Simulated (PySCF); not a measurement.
F4Zr, charge -1, doublet, geometry from GFN2-xTB (such geometries of metal compounds can be far from the true shape) (the multiplicity is a formal guess) (core potentials on Zr); PySCF with SVWN5/def2-SVP.

Input for PySCF:
```python
from pyscf import gto, scf, dft

mol = gto.Mole()
mol.atom = '''
    Zr   -0.00000000   -0.00000000   -0.00000000
    F     1.24556811    0.91342607   -1.18855700
    F     0.98352643   -1.22128003    1.15741336
    F    -1.28977722   -1.00610477   -1.05956725
    F    -0.93931732    1.31395873    1.09071089
'''
mol.basis = 'def2-svp'
mol.ecp = {'Zr': 'def2-svp'}
mol.charge = -1
mol.spin = 1
mol.verbose = 4
mol.build()

mf = dft.UKS(mol)
mf.xc = 'lda,vwn'
mf.diis_space = 2
mf.kernel()
```

Output, abridged:

```
PySCF version 2.14.0

[INPUT] verbose = 4
[INPUT] num. atoms = 5
[INPUT] num. electrons = 49
[INPUT] charge = -1
[INPUT] spin (= nelec alpha-beta = 2S) = 1
[INPUT] symmetry False subgroup None
[INPUT] Mole.unit = angstrom
[INPUT] Symbol           X                Y                Z      unit          X                Y                Z       unit  Magmom
[...]
nuclear repulsion = 198.10261815312
number of shells = 35
number of NR pGTOs = 153
number of NR cGTOs = 87
basis = def2-svp
ecp = {'Zr': 'def2-svp'}

******** <class 'pyscf.dft.uks.UKS'> ********
method = UKS
initial guess = minao
damping factor = 0
level_shift factor = 0
DIIS = <class 'pyscf.scf.diis.CDIIS'>
diis_start_cycle = 1
diis_space = 2
diis_damp = 0
SCF conv_tol = 1e-09
SCF conv_tol_grad = None
SCF max_cycles = 50
direct_scf = True
direct_scf_tol = 1e-13
number electrons alpha = 25  beta = 24
XC library pyscf.dft.libxc version 7.1.2
    S. Lehtola, C. Steigemann, M. J. T. Oliveira, and M. A. L. Marques,  SoftwareX 7, 1–5 (2018)
XC functionals = lda,vwn
    P. A. M. Dirac,  Math. Proc. Cambridge Philos. Soc. 26, 376 (1930)
    F. Bloch,  Z. Phys. 57, 545 (1929)
    S. H. Vosko, L. Wilk, and M. Nusair,  Can. J. Phys. 58, 1200 (1980)
radial grids:
    Treutler-Ahlrichs [JCP 102, 346 (1995); DOI:10.1063/1.469408] (M4) radial grids

becke partition: Becke, JCP 88, 2547 (1988); DOI:10.1063/1.454033
pruning grids: <function nwchem_prune>
grids dens level: 3
symmetrized grids: False
atomic radii adjust function: <function treutler_atomic_radii_adjust>
small_rho_cutoff = 0
Set gradient conv threshold to 3.16228e-05
tot grids = 79440
init E= -437.54420547451

cycle= 1 E= -443.472304217323  delta_E= -5.93  |g|= 0.78  |ddm|= 2.99

cycle= 2 E= -443.445416335519  delta_E= 0.0269  |g|= 0.865  |ddm|= 4.49
cycle= 3 E= -443.811997728178  delta_E= -0.367  |g|= 0.12  |ddm|= 2.46
cycle= 4 E= -443.737803397519  delta_E= 0.0742  |g|= 0.291  |ddm|= 2.39
cycle= 5 E= -443.814520657251  delta_E= -0.0767  |g|= 0.113  |ddm|= 2.31
cycle= 6 E= -443.816486016173  delta_E= -0.00197  |g|= 0.102  |ddm|= 0.135
cycle= 7 E= -443.725777395208  delta_E= 0.0907  |g|= 0.322  |ddm|= 2.37
cycle= 8 E= -443.804569596889  delta_E= -0.0788  |g|= 0.202  |ddm|= 2.28
cycle= 9 E= -443.80469174453  delta_E= -0.000122  |g|= 0.208  |ddm|= 0.438
cycle= 10 E= -443.701364610575  delta_E= 0.103  |g|= 0.386  |ddm|= 2.52
cycle= 11 E= -443.754419285896  delta_E= -0.0531  |g|= 0.413  |ddm|= 2.36
[...]
cycle= 18 E= -443.784166779015  delta_E= -0.037  |g|= 0.28  |ddm|= 0.987
cycle= 19 E= -443.577420274278  delta_E= 0.207  |g|= 0.638  |ddm|= 2.82
cycle= 20 E= -443.741458438968  delta_E= -0.164  |g|= 0.436  |ddm|= 1.76
cycle= 21 E= -443.72170579861  delta_E= 0.0198  |g|= 0.42  |ddm|= 2.93
cycle= 22 E= -443.5621369185  delta_E= 0.16  |g|= 0.709  |ddm|= 3.31
cycle= 23 E= -443.701049085129  delta_E= -0.139  |g|= 0.514  |ddm|= 1.64
cycle= 24 E= -443.680200991677  delta_E= 0.0208  |g|= 0.47  |ddm|=  3.4
cycle= 25 E= -443.408857189223  delta_E= 0.271  |g|= 0.965  |ddm|= 3.46
cycle= 26 E= -443.713185473981  delta_E= -0.304  |g|= 0.423  |ddm|= 1.66
cycle= 27 E= -443.649580854363  delta_E= 0.0636  |g|= 0.52  |ddm|= 3.52
cycle= 28 E= -443.716456207748  delta_E= -0.0669  |g|= 0.563  |ddm|= 1.69
cycle= 29 E= -443.669909401623  delta_E= 0.0465  |g|= 0.495  |ddm|= 2.43
cycle= 30 E= -443.64552924867  delta_E= 0.0244  |g|= 0.577  |ddm|= 3.06
cycle= 31 E= -443.62625220018  delta_E= 0.0193  |g|= 0.783  |ddm|= 0.967
cycle= 32 E= -443.601560485952  delta_E= 0.0247  |g|= 0.575  |ddm|= 2.74
cycle= 33 E= -443.344448443431  delta_E= 0.257  |g|= 1.02  |ddm|= 3.44
cycle= 34 E= -443.745915716702  delta_E= -0.401  |g|= 0.422  |ddm|= 0.923
cycle= 35 E= -443.412699714623  delta_E= 0.333  |g|= 0.854  |ddm|= 3.13
cycle= 36 E= -443.65360300374  delta_E= -0.241  |g|= 0.685  |ddm|=  2.4
cycle= 37 E= -443.741518386095  delta_E= -0.0879  |g|= 0.451  |ddm|= 1.29
cycle= 38 E= -443.440665763466  delta_E= 0.301  |g|= 0.862  |ddm|= 3.05
cycle= 39 E= -443.618222837608  delta_E= -0.178  |g|= 0.761  |ddm|= 2.34
cycle= 40 E= -443.67478869976  delta_E= -0.0566  |g|= 0.615  |ddm|=  1.4
cycle= 41 E= -442.67986704936  delta_E= 0.995  |g|= 1.71  |ddm|= 3.16
cycle= 42 E= -443.512289977305  delta_E= -0.832  |g|= 0.935  |ddm|= 2.46
cycle= 43 E= -441.089699903428  delta_E= 2.42  |g|= 2.72  |ddm|= 2.47
cycle= 44 E= -442.480260043362  delta_E= -1.39  |g|=  1.9  |ddm|= 3.21
cycle= 45 E= -441.60786197744  delta_E= 0.872  |g|= 2.39  |ddm|= 4.01
cycle= 46 E= -438.263307762102  delta_E= 3.34  |g|= 3.42  |ddm|= 3.71
cycle= 47 E= -417.592063356179  delta_E= 20.7  |g|= 5.51  |ddm|= 5.98
cycle= 48 E= -438.450068121292  delta_E= -20.9  |g|= 3.67  |ddm|= 6.08
cycle= 49 E= -416.039409856687  delta_E= 22.4  |g|= 5.34  |ddm|= 9.27
cycle= 50 E= -406.207519339266  delta_E= 9.83  |g|= 6.21  |ddm|= 10.8
SCF not converged.
SCF energy = -406.207519339266 after 50 cycles  <S^2> = 0.75109623  2S+1 = 2.0010959
```

Convergence was not reached.
